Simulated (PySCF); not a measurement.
# 1,4-dibromobenzene in a uniform electric field

Species: 1,4-dibromobenzene, C₆H₄Br₂.
Cartesian coordinates in Å at the PBE0-D3(BJ)/def2-SVP level; atoms count from 1:
```xyz
12
C6H4Br2 angstrom
Br    -3.2426    0.0291    0.0454
C     -1.3581    0.0177    0.0173
C     -0.6761   -1.1980    0.0528
C      0.7163   -1.2073    0.0320
C      1.4131   -0.0010   -0.0240
Br     3.2977   -0.0136   -0.0521
C      0.7309    1.2145   -0.0595
C     -0.6615    1.2241   -0.0387
H     -1.2303   -2.1370    0.0962
H      1.2588   -2.1536    0.0591
H      1.2850    2.1535   -0.1029
H     -1.2040    2.1705   -0.0659
```

Level: B3LYP/def2-SVPD (PySCF); nuclei fixed, core orbitals frozen in the response. Permanent dipole (0.000, 0.000, 0.000) D (1 au = 2.5417 D). Static polarisability (au):

```
x   174.96  -0.48  -1.58
y    -0.48 104.24  -1.29
z    -1.58  -1.29  69.83
```

Only the terms in μ and α are kept: μ(F) = μ + αF and ΔE = −μ·F − ½ F·αF.

(1) Apply 0.003 au along ±x, ±y and ±z in turn. Tabulate induced and total dipoles and both energy terms.

(2) For the field (0.0006, 0.0000, -0.0015) au, what is the induced dipole, and what angle does it make with the field?

(3) A unit point charge sits 18 Å away. Estimate the induction energy −αe²/2R⁴ with the mean polarisability, treating the molecule as a point.

Answers

(1) 
```csv
field along,induced x (D),induced y (D),induced z (D),total size (D),−μ·F (kJ/mol),−½F·αF (kJ/mol)
+x,1.334,-0.004,-0.012,1.334,0.000,-2.067
−x,-1.334,0.004,0.012,1.334,0.000,-2.067
+y,-0.004,0.795,-0.010,0.795,0.000,-1.232
−y,0.004,-0.795,0.010,0.795,0.000,-1.232
+z,-0.012,-0.010,0.532,0.533,0.000,-0.825
−z,0.012,0.010,-0.532,0.533,0.000,-0.825
```

(2) αF = (0.273, 0.004, -0.269) D, at 23.7° to the field. The polarisability along this direction, F·αF/F², is 85.42 au, against a mean of 116.34 au.

(3) R = 34.02 bohr, so the energy is −116.3/(2 × 34.02⁴) Eh = -0.114 kJ/mol.

Isolated species at its PBE0-D3(BJ)/def2-SVP geometry, gas phase. The calculation is non-relativistic, for bromine too.
